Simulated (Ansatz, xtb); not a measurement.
## Ranking isomers of C6H7NO2

6 gas-phase structures of C6H7NO2, from a drawn sample of its isomers (lower ones may exist). Each was relaxed with GFN2-xTB; where two conformers were screened, the lower at r2SCAN-D4/def2-SVP is listed:

A. `C/N=C(\O)C#CC(C)=O`, a singlet
B. `C=C(O)C#CC(=O)NC`, a singlet
C. `C/N=C(/O)C#CC(C)=O`, a singlet
D. `C=C(O)C#C/C(O)=N\C`, a singlet
E. `CNC(=O)C#CC(C)=O`, a singlet
F. `C=C(O)C#C/C(O)=N/C`, a singlet

Question: Make a reasoned guess at their ranking by r2SCAN-D4/def2-SVP single-point energy.

Answer: Calculated order at r2SCAN-D4/def2-SVP: E (0.0), B (10.0), C (15.9), A (20.5), D (25.8), F (30.5) kcal/mol.

Energies above the lowest of each column, in kcal/mol; the last columns are at B3LYP-D3(BJ)/def2-SVP geometries and were run for some of them only (a dash: not run or not comparable):

```tsv
structure	GFN2-xTB	HF/STO-3G	r2SCAN-D4/def2-SVP	B3LYP-D3(BJ)/def2-SVP	CCSD(T)/def2-SVP + ΔMP2/def2-TZVPP
E	0.0	0.0	0.0	0.0	0.0
B	8.1	19.9	10.0	10.4	9.1
C	8.6	6.3	15.9	14.5	11.3
A	10.7	10.7	20.5	19.8	15.7
D	16.4	26.7	25.8	–	–
F	18.2	30.8	30.5	–	–
```

Every level run on E puts it lowest or level with the lowest. Flexible structures stand in one conformer each, not always the lowest. Frequencies (GFN2-xTB) were run for A, B, C, E alone. The ΔMP2 step shifts differences by up to 3.9 kcal/mol, which makes them less sure. ΔMP2 is the change of the MP2 energy from the smaller to the larger basis.

Over these structures GFN2-xTB departs from r2SCAN-D4/def2-SVP by 3.9 kcal/mol on average once a common shift is removed. A GFN2-xTB relaxation took about 0.34 s and the r2SCAN-D4/def2-SVP energy about 6.3 s on a shared host (Ansatz 0.2.0, xtb 6.7.1).
